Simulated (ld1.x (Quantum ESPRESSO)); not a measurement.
caesium, TM: configuration errors across variants

```
Element                 : Cs
Generator               : ld1.x (Quantum ESPRESSO) 7.5
Type                    : norm-conserving Troullier–Martins (Kleinman–Bylander form)
Functional              : LDA (PZ)
Relativity              : fully relativistic
Frozen core             : [Xe]
Valence charge          : 1
Reference configuration : 5d0.5 6s0.5 6p0
Partial waves           : 6p (bound, empty): rc 3.75 bohr; 5d (bound): rc 4.20 bohr; 4f channel at 0.45 Ry: rc 4.55 bohr; 6s (bound): rc 3.10 bohr
Local potential         : the s channel
Core correction         : none
```

Open shells are filled in proportion to 2j + 1 (rel_dist='average').

All-electron excitation energies from the reference (eV): (1) 5d0 6s1 6p0 -0.867; (2) 5d0 6s0.5 6p0 0.688; (3) 5d0 6s0 6p1 0.606; (4) 5d1 6s0 6p0 0.854.

1 further variants failed, have other tests or too few solved ones, and are left out.

A true bound ghost makes a file unfit for plane-wave use even where its test errors are small: the radial tests pick states by their node count and pass the ghost by.

Errors AE − PS in meV (a dash: test not solved or not reliable):

| change | (1) | (2) | (3) | (4) | bound ghosts |
| --- | --- | --- | --- | --- | --- |
| base | +25 | +42 | +98 | +21 | p1/2, p3/2 |
| wave 4f channel at 0.45 Ry: rc 4.55 bohr becomes 4f channel at 0.26 Ry: rc 4.55 bohr | +25 | +42 | +98 | +21 | p1/2, p3/2 |
| local potential the f channel | +23 | +38 | +97 | +21 | s, p3/2, p1/2 |
| wave 4f channel at 0.45 Ry: rc 4.55 bohr becomes 4f channel at 0.45 Ry: rc 3.54 bohr | +25 | +42 | +98 | +21 | p1/2, p3/2 |

Problem. Give the same row for: wave 6s (bound): rc 3.10 bohr becomes 6s (bound): rc 4.22 bohr.

Solution. +16, +35, +112, +12; bound ghosts: p1/2, p3/2.
